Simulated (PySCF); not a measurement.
NICS in rings of unrelated molecules.

NICS is the negative of the GIAO shielding at a point without a nucleus: at the ring centre (0) and 1 Å above and below it (1); zz is the component along the ring normal. Level: GIAO PBE0/pcSseg-1 (PySCF, non-relativistic, gas phase) on the GFN2-xTB geometries, one conformer each. Atom numbers follow the mapped SMILES.

**Question.** Order these rings by mean NICS(1)zz, lowest (most negative) first (ppm).
A. ring C7–C8–C9–C10–O11 in `[CH:1]#[C:2]/[CH:3]=[CH:4]\[C:5]#[C:6][c:7]1[cH:8][cH:9][cH:10][o:11]1`
B. ring C3–C4–C5–C6–C7–C11 in `[CH:1]#[C:2][c:3]1[cH:4][cH:5][cH:6][c:7]2[o:8][cH:9][cH:10][c:11]12`
C. ring C3–C4–C5–C6–C7 in `[CH3:1][O:2][C@@H:3]1[CH2:4][CH:5]=[CH:6][C:7]1=[O:8]`
D. ring C2–C3–N4–C8–P10 in `[CH3:1][c:2]1[cH:3][n:4]([CH:5]2[CH2:6][CH2:7]2)[c:8]([F:9])[p:10]1`
E. ring C4–C5–C6 in `[CH3:1][CH:2]([CH3:3])[C@@H:4]1[CH2:5][C@H:6]1[CH2:7][SH:8]`
F. ring Si5–Si8–C9–Si10 in `[CH3:1][C:2](=[O:3])[O:4][Si:5]1([C:6]#[N:7])[SiH2:8][CH2:9][SiH2:10]1`
G. ring C3–C4–C5–Si6 in `[CH2:1]=[CH:2][C@@H:3]1[CH2:4][CH2:5][Si:6]1([OH:7])[OH:8]`

**Answer.** B (-28.2), A (-25.5), D (-21.7), E (-20.6), C (-2.8), G (1.2), F (2.2).

| SMILES | ring | NICS(0) | NICS(1) | NICS(1)zz | HOMA | rms pucker (Å) | ring atoms with four or more neighbours |
| --- | --- | --- | --- | --- | --- | --- | --- |
| C#Cc1cccc2occc12 | 6-membered carbocycle; formal bonds all aromatic | -10.3 | -11.7 | -28.2 | 0.97 | 0.00 | 0 |
| C#C/C=C\C#Cc1ccco1 | 5-membered ring with O; formal bonds all aromatic | -11.7 | -10.1 | -25.5 | 0.50 | 0.00 | 0 |
| Cc1cn(C2CC2)c(F)p1 | 5-membered ring with N and P; formal bonds all aromatic | -12.8 | -9.8 | -21.7 | 0.78 | 0.00 | 0 |
| CC(C)[C@@H]1C[C@H]1CS | 3-membered carbocycle; formal bonds all single | -43.1 | -8.9 | -20.6 | – | 0.00 | 3 |
| CO[C@@H]1CC=CC1=O | 5-membered carbocycle; formal bonds 1 double, 4 single | 2.3 | -2.8 | -2.8 | – | 0.00 | 2 |
| C=C[C@@H]1CC[Si]1(O)O | 4-membered ring with Si; formal bonds all single | -1.3 | -1.6 | 1.2 | – | 0.04 | 4 |
| CC(=O)O[Si]1(C#N)[SiH2]C[SiH2]1 | 4-membered ring with 3 Si; formal bonds all single | 1.0 | -0.9 | 2.2 | – | 0.01 | 4 |

NICS(0) gives another order. The isotropic NICS(1) gives the same order. HOMA uses Krygowski's 1993 parameters; it is left out where a ring has a four-coordinate atom, a triple bond, no multiple bond or a kind of bond without parameters. NICS(1) and NICS(1)zz are means over the two faces.
